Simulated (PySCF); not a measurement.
# Radial density of Xe(2+) (xenon, charge +2)

UHF, [Kr] 4d10 5s2 5p4, high-spin 3P determinant. All numbers are calculated (PySCF 2.14, scalar relativity by spin-free X2C-1e, in x2c-TZVPall (8s6p4d2f, 60 functions)).

```tsv
r (bohr)	4πr²ρ (e/bohr)	4πr²(ρα − ρβ)
0.0242	67.26	0.0172
0.0408	61.98	0.0474
0.0686	87.01	0.0518
0.115	76.99	-0.0139
0.194	71.38	0.0924
0.326	55.24	0.0101
0.549	26.59	0.2538
0.923	20.41	-0.0266
1.55	5.660	1.1477
2.61	1.831	0.6817
4.39	0.08566	0.0328
7.39	0.0001607	0.0001
```

Densities and radii are taken from the X2C orbitals without a picture-change correction, which distorts them close to the nucleus.

**Question.** Where is the radial spin density 4πr²(ρα − ρβ) most negative, and why is it negative at all?

**Answer.** Around r = 0.923 bohr, down to -0.0266 e/bohr: exchange with the open shell polarises the paired shells in an unrestricted calculation.
